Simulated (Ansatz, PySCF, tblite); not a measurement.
Potential energy curve for SMILES [Te](F)(F)(F)(F)(F)F, singlet. The Te1–F7 bond (Te1 also carries F, F, F, F, F; F7 carries nothing else) is stretched with both fragments frozen at the PBE0/def2-TZVP, def2 effective core potentials past Kr optimised geometry.

UHF/3-21G = unrestricted Hartree-Fock/3-21G run with PySCF 2.14.0; RHF/STO-3G = restricted Hartree-Fock/STO-3G (PySCF); GFN2-xTB, 300 K electronic temperature (tblite); UKS-PBE0 = unrestricted PBE0/def2-TZVP, def2 effective core potentials past Kr (Ansatz, an electronic-structure program).

Energies relative to the lowest point of each curve near equilibrium, in kJ/mol; the last columns give the difference from UKS-PBE0:

```
R / Å  UHF/3-21G  RHF/STO-3G  GFN2-xTB  UKS-PBE0  UHF/3-21G − UKS-PBE0  RHF/STO-3G − UKS-PBE0  GFN2-xTB − UKS-PBE0
-----  ---------  ----------  --------  --------  --------------------  ---------------------  -------------------
1.50       420.0       337.9     215.8     320.6                  99.3                   17.2               -104.8
1.63       118.4       106.0      65.9      89.1                  29.2                   16.8                -23.2
1.71        36.3        38.3      25.6      27.3                   9.0                   11.0                 -1.8
1.79         3.3         6.5       6.0       2.6                   0.7                    3.9                  3.4
1.83         0.0         0.7       1.6       0.0                   0.0                    0.7                  1.6
1.86         1.9         0.0       0.0       1.3                   0.6                   -1.3                 -1.3
1.95        24.9        13.0       2.8      17.6                   7.3                   -4.6                -14.8
2.05        70.7        47.9      16.1      50.1                  20.6                   -2.2                -34.1
2.23       176.2       144.7      59.2     125.4                  50.9                   19.3                -66.2
2.44       247.2       283.1     127.3     217.2                  30.0                   65.9                -89.9
2.65       273.8       423.1     198.0     296.1                 -22.3                  127.0                -98.2
2.99       284.5       615.9     292.8     365.5                 -80.9                  250.4                -72.7
3.38       282.6       764.8     364.2     399.3                -116.6                  365.6                -35.1
3.87       288.0       864.1     410.4     413.6                -125.6                  450.5                 -3.2
4.53       292.0       921.6         —     415.4                -123.4                  506.2                    —
5.27       293.0       952.3         —     416.3                -123.3                  536.0                    —
```

UHF/3-21G is furthest from UKS-PBE0 at 3.87 (-125.6 kJ/mol, below); its mean absolute difference over the points is 52.5 kJ/mol.

RHF/STO-3G is furthest from UKS-PBE0 at 5.27 (536.0 kJ/mol, above); its mean absolute difference over the points is 148.7 kJ/mol.

GFN2-xTB is furthest from UKS-PBE0 at 1.50 (-104.8 kJ/mol, below); its mean absolute difference over the points is 39.3 kJ/mol.

A dash means that the run gave no value there, or that the column was ended at a point which the program doubted or which failed a test of continuity chosen for this set; such a test can also cut sound points.

The unrestricted determinant behind UHF/3-21G is spin-contaminated at 2.23 to 5.27 Å (<S²> up to 1.0, against 0.00 for a pure singlet). The restricted form behind RHF/STO-3G keeps the bonding electrons paired and can't separate into open-shell fragments. The unrestricted determinant behind UKS-PBE0 is spin-contaminated at 2.65 to 5.27 Å (<S²> up to 1.0, against 0.00 for a pure singlet).
